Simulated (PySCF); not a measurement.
## Broadened absorption spectrum of C6H11GeP

Compound: C6H11GeP.
SMILES: `CC1C=C[P]([GeH3])C=C1`

Computed with TDDFT CAM-B3LYP/def2-SVPD, vertical, gas phase, core orbitals frozen in the response (PySCF 2.14.0, density-fitted response routines). Geometry: PBE0-D3(BJ)/def2-SVP; no solvent, vibrations or thermal averaging. Relativistic effects, spin–orbit coupling among them, are left out although an element past zinc is present.

Computed states:

| state | E (eV) | f |
| --- | --- | --- |
| S1 | 4.70 | 0.015 |
| S2 | 5.15 | 0.299 |
| S3 | 5.83 | 0.016 |
| S4 | 5.84 | 0.017 |
| S5 | 6.17 | 0.080 |
| S6 | 6.62 | 0.0006 |
| S7 | 6.63 | 0.036 |
| S8 | 6.67 | 0.0010 |
| S9 | 6.79 | 0.068 |
| S10 | 6.92 | 0.0051 |

Broadening: Gaussians 0.5 eV wide at half height, area fixed by f = 4.319×10⁻⁹ ∫ε dν̃. The cross-section is σ = 3.8235×10⁻²¹ ε cm², given in Mb (10⁻¹⁸ cm²). The width is an assumption, not a result. The curve ends short of the highest state used, and states not computed would add to its high-energy end.

Question: What does the envelope look like, and where are its maxima?

Answer: 
```json
{"E (eV)": "3.95", "σ (Mb)": "0.01"}
{"E (eV)": "4.05", "σ (Mb)": "0.03"}
{"E (eV)": "4.15", "σ (Mb)": "0.11"}
{"E (eV)": "4.26", "σ (Mb)": "0.39"}
{"E (eV)": "4.36", "σ (Mb)": "0.95"}
{"E (eV)": "4.46", "σ (Mb)": "1.99"}
{"E (eV)": "4.57", "σ (Mb)": "4.08"}
{"E (eV)": "4.67", "σ (Mb)": "7.85"}
{"E (eV)": "4.77", "σ (Mb)": "15.28"}
{"E (eV)": "4.87", "σ (Mb)": "27.92"}
{"E (eV)": "4.98", "σ (Mb)": "45.82"}
{"E (eV)": "5.08", "σ (Mb)": "58.85"}
{"E (eV)": "5.18", "σ (Mb)": "61.28"}
{"E (eV)": "5.29", "σ (Mb)": "49.99"}
{"E (eV)": "5.39", "σ (Mb)": "33.46"}
{"E (eV)": "5.49", "σ (Mb)": "19.13"}
{"E (eV)": "5.60", "σ (Mb)": "10.71"}
{"E (eV)": "5.70", "σ (Mb)": "9.11"}
{"E (eV)": "5.80", "σ (Mb)": "10.78"}
{"E (eV)": "5.90", "σ (Mb)": "13.79"}
{"E (eV)": "6.01", "σ (Mb)": "17.21"}
{"E (eV)": "6.11", "σ (Mb)": "19.14"}
{"E (eV)": "6.21", "σ (Mb)": "19.06"}
{"E (eV)": "6.32", "σ (Mb)": "17.33"}
```

Maxima: 241 nm (5.15 eV), ε about 16000, made up of S2 (99%); 201 nm (6.16 eV), ε about 5100, made up of S5 (85%) (ε in L mol⁻¹ cm⁻¹; maxima over ε = 5, shares over 10%).

Question: Coming from long wavelengths, where does ε first pass 100 L mol⁻¹ cm⁻¹?

Answer: At about 291 nm (4.26 eV), 0.44 eV below S1.

Question: On this curve, what absorbance would a 10⁻³ mol/L sample give at 280 nm over a 1 cm path?

Answer: 280 nm is 4.428 eV, where ε is about 420 L mol⁻¹ cm⁻¹, so A = ε c l ≈ 0.42 (Beer–Lambert, with the gas-phase spectrum and the assumed width).

Question: What would ε be at 5.15 eV, the highest of these maxima, with half the width (0.25 eV)?

Answer: About 32200 L mol⁻¹ cm⁻¹ against 16200, a factor of about 1.99; a lone state at its own centre would give exactly 2.

The vertical ionisation energy (ΔSCF) is 7.83 eV, 0.91 eV above S10.

On one thread of an Intel Xeon Platinum 8488C, on a shared host, this took 3.2 min wall and 1.4 GiB of memory at its peak.
